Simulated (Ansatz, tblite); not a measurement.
Removing and adding an electron: Ca₃Se₃ (the lowest singlet isomer of a short search). Total charge 0; singlet. Geometry: PBE0-D4/def2-SVP. Ansatz, gas phase; energy differences of separate SCF runs; the oxidised species was run as a doublet alone; the reduced species was run as a doublet alone.

| atom | x (Å) | y (Å) | z (Å) |
| --- | --- | --- | --- |
| Ca1 | 0.5233 | 0.3619 | 1.0860 |
| Ca2 | 1.4962 | -1.9741 | -1.4227 |
| Ca3 | -2.4164 | 1.3747 | -0.6479 |
| Se4 | -1.6243 | 1.9479 | 1.7475 |
| Se5 | -0.4594 | -0.1456 | -1.6976 |
| Se6 | 2.4806 | -1.5648 | 0.9348 |

The xTB rows come from tblite. HOMO above LUMO, or a gap near zero within one spin, warns that the state may not be the lowest or that an electron is smeared out. The structure comes from a short search, and lower isomers may exist.

```
                 level  −HOMO (eV)  vertical IE (eV)  −LUMO (eV)  vertical EA (eV)  HOMO–LUMO gap (eV)  IE − EA (eV)                                     remarks
              GFN1-xTB        7.41              9.47        5.15              3.43                2.26          6.04                                           –
              GFN2-xTB       10.14             11.92        8.63              6.90                1.51          5.03                                           –
 LDA (SPW92)/def2-TZVP        4.59              6.69        2.57                 –                2.02             –  gap within one spin near zero (+1 doublet)
LDA (SPW92)/def2-TZVPD        4.60                 –        2.57              1.35                2.03             –                                           –
      PBE-D4/def2-TZVP        4.40              6.46        2.44                 –                1.96             –  gap within one spin near zero (+1 doublet)
     PBE-D4/def2-TZVPD        4.41                 –        2.45              1.24                1.96             –                HOMO above zero (-1 doublet)
     PBE0-D4/def2-TZVP        5.28              6.69        1.91                 –                3.36             –                                           –
    PBE0-D4/def2-TZVPD        5.29                 –        1.92              1.15                3.37             –                                           –
```

   A HOMO above zero means that the electron is unbound at that level or that self-interaction error raises the level; the energy of removing that electron tells which. Raw xTB energy differences between charge states are shifted by several eV; the methods need an empirical correction for them.
